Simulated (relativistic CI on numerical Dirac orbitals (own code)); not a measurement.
**Radial parameters of Er XLVII**

Computed by Dirac-Coulomb-Breit CI, KLI orbitals optimised for each configuration, model QED (radiative potential, 1s self-energy scaled to tabulated hydrogen-like ionisation energies), unscaled Slater integrals (own radial code, finite nucleus).

Slater integrals F^k, G^k are unscaled and averaged over j, outside the closed core [Ne]; ζ comes from projecting the Hamiltonian with its Breit term on Σ l·s of the shell.

- 3s2.3p6.3d4: F^2(3d,3d) = 545740, F^4(3d,3d) = 352620, ζ(3d) = 156990 cm⁻¹; <r>(3d) = 0.1874, <r^2>(3d) = 0.04067 (bohr units).
- 3s2.3p5.3d5: ζ(3p) = 1.1703e+06, F^2(3d,3d) = 544890, F^4(3d,3d) = 352050, F^2(3p,3d) = 471010, G^1(3p,3d) = 500220, G^3(3p,3d) = 334440, ζ(3d) = 155610 cm⁻¹; <r>(3p) = 0.21, <r^2>(3p) = 0.05108, <r>(3d) = 0.1876, <r^2>(3d) = 0.04079 (bohr units).
- 3s.3p6.3d5: F^2(3d,3d) = 544600, F^4(3d,3d) = 351850, G^2(3s,3d) = 382070, ζ(3d) = 156340 cm⁻¹; <r>(3s) = 0.2138, <r^2>(3s) = 0.05221, <r>(3d) = 0.1877, <r^2>(3d) = 0.04083 (bohr units).

Give the Racah parameters of the d shell in 3s2.3p6.3d4.

B = F²/49 − 5F⁴/441 = 7140 cm⁻¹ and C = 35F⁴/441 = 27986 cm⁻¹.

Averages of the first 10 configurations, taken without configuration mixing, which lowers the lowest level and can move excited configurations by several eV; other configurations of the list can lie among them:

| Configuration | Parity | States | Average energy above the lowest level (eV) |
| --- | --- | --- | --- |
| 3s2.3p6.3d4 | even | 210 | 124.6 |
| 3s2.3p5.3d5 | odd | 1512 | 508.6 |
| 3s.3p6.3d5 | even | 504 | 853.5 |
| 3s2.3p6.3d3.4s | even | 240 | 1666.5 |
| 3s2.3p6.3d3.4p | odd | 720 | 1796.7 |
| 3s2.3p6.3d3.4d | even | 1200 | 1947.3 |
| 3s2.3p5.3d4.4s | odd | 2520 | 2041.1 |
| 3s2.3p6.3d3.4f | odd | 1680 | 2067.4 |
| 3s.3p6.3d4.4s | even | 840 | 2388.0 |
| 3p6.3d5.4p | odd | 1512 | 3246.5 |
